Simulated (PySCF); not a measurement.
Start geometry of Hg(OMe)2 (`C[O][Hg][O]C`) from a GFN1-xTB structure with every atom displaced at random (by about 0.03 Å) (Å):
```
atom  x, y, z in Å
Hg1   -0.023   -0.075    0.018
O2     0.317   -1.002    1.478
C3     0.031   -1.630    2.682
H4    -0.715   -2.242    2.664
H5    -0.039   -0.913    3.491
H6     0.933   -2.259    2.949
O7     0.253    0.905   -1.549
C8    -0.058    1.643   -2.720
H9    -1.089    2.139   -2.566
H10   -0.141    0.954   -3.552
H11    0.628    2.394   -2.863
```

What comes out of this run: PySCF 2.14.0, PBE0-D3(BJ)/def2-SVP geometry optimisation, gas phase, def2 core potentials past Kr?

```
atom  x, y, z in Å
Hg1    0.846    0.012   -0.015
O2     1.051   -1.232    1.496
C3    -0.025   -1.494    2.345
H4    -0.886   -1.977    1.840
H5    -0.411   -0.597    2.870
H6     0.325   -2.196    3.123
O7     0.922    1.270   -1.525
C8    -0.197    1.473   -2.335
H9    -1.069    1.894   -1.796
H10   -0.541    0.558   -2.859
H11    0.083    2.205   -3.113
```

The energy falls by 48.1 kcal/mol over 15 energy and gradient evaluations, the largest force component goes from 0.1225 to 2.8e-04 Eh/bohr, and the atoms move by 0.734 Å rms after alignment. The bond that changes most is Hg1–O2 (ends: mercury bonded to 2 O; oxygen bonded to C and Hg), which lengthens by 0.205 Å. Bonds longer at the end by more than 0.005 Å: 7 of 10; shorter: 3. Among the angles that change most is Hg1–O7–C8, from 158.8° to 120.5°. Among the dihedrals that turn most is Hg1–O7–C8–H11, from 144° to -179°. Rotational constants go from 56925, 1202, 1195 to 14172, 1372, 1279 MHz. The orientation of the end geometry is arbitrary; only internal coordinates are fixed.

The run used 118 basis functions and 116 SCF cycles in all. The run took 1.8 min wall on Arm Neoverse V1, one thread, on a shared host, and the process peaked at 0.46 GiB of memory.

Not checked by PBE0-D3(BJ)/def2-SVP frequencies.
